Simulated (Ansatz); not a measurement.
C₄H₉LiO, charge +1, doublet, at a GFN2-xTB geometry (such geometries of metal compounds can be far from the true shape) (a state made from the parent by changing its charge; the spin is typed, not shown lowest). Base run: PBE/cc-pVDZ (Ansatz, an electronic-structure program).

Input for Ansatz:
Ansatz 0.2 input:
```yaml
crystal:
  periodic: [false, false, false]
  atoms:
    - {symbol: Li, position_ang: [1.00275402, 1.90289940, 1.94010571]}
    - {symbol: O, position_ang: [0.42811941, 0.81981246, 0.84106518]}
    - {symbol: C, position_ang: [-0.07634044, -0.06171066, -0.00743218]}
    - {symbol: C, position_ang: [1.01719818, -1.15247791, -0.34195455]}
    - {symbol: C, position_ang: [-1.36757166, -0.71656562, 0.44818983]}
    - {symbol: C, position_ang: [-0.26881521, 0.62624137, -1.41888001]}
    - {symbol: H, position_ang: [0.63507046, -1.83349040, -1.09361338]}
    - {symbol: H, position_ang: [1.21378005, -1.68000699, 0.58880178]}
    - {symbol: H, position_ang: [1.93137196, -0.67982516, -0.68895318]}
    - {symbol: H, position_ang: [-1.20791031, -1.24093350, 1.39012098]}
    - {symbol: H, position_ang: [-1.73909090, -1.41960691, -0.29026196]}
    - {symbol: H, position_ang: [-2.12734785, 0.04276591, 0.63187034]}
    - {symbol: H, position_ang: [0.65988777, 1.08476246, -1.74564783]}
    - {symbol: H, position_ang: [-1.02408265, 1.39647012, -1.27974469]}
    - {symbol: H, position_ang: [-0.60172127, -0.11025644, -2.14094915]}
basis:
  gaussian:
    orbitals: cc-pVDZ
hamiltonian:
  xc: pbe
total_charge: 1
magnetization: {spin_polarized: true, initial_magnetization: 1}
```

Variants of this job, named by their change:

```json
[
 {"change": "base", "ΔE vs base (mEh)": "0.000"},
 {"change": "final_grid = 6, 12, 29", "ΔE vs base (mEh)": "0.046"},
 {"change": "forces = on", "ΔE vs base (mEh)": "0.000"},
 {"change": "accuracy = high", "ΔE vs base (mEh)": "0.003"},
 {"change": "lower_state_search = light", "ΔE vs base (mEh)": "0.000"},
 {"change": "point_charge = charge:1.0 position_ang:-0.2177, -5.2282, 3.4259", "ΔE vs base (mEh)": "74.575"},
 {"change": "point_charge = charge:0.5 position_ang:0.7808, 5.6504, 1.6562", "ΔE vs base (mEh)": "59.388"},
 {"change": "final_grid = 10, 20, 41", "ΔE vs base (mEh)": "0.000"},
 {"change": "final_grid = 4, 8, 17", "ΔE vs base (mEh)": "0.550"},
 {"change": "lower_state_search = off", "ΔE vs base (mEh)": "0.000"},
 {"change": "point_charge = charge:-1.0 position_ang:2.8187, -3.9518, -4.2007", "ΔE vs base (mEh)": "-74.972"}
]
```
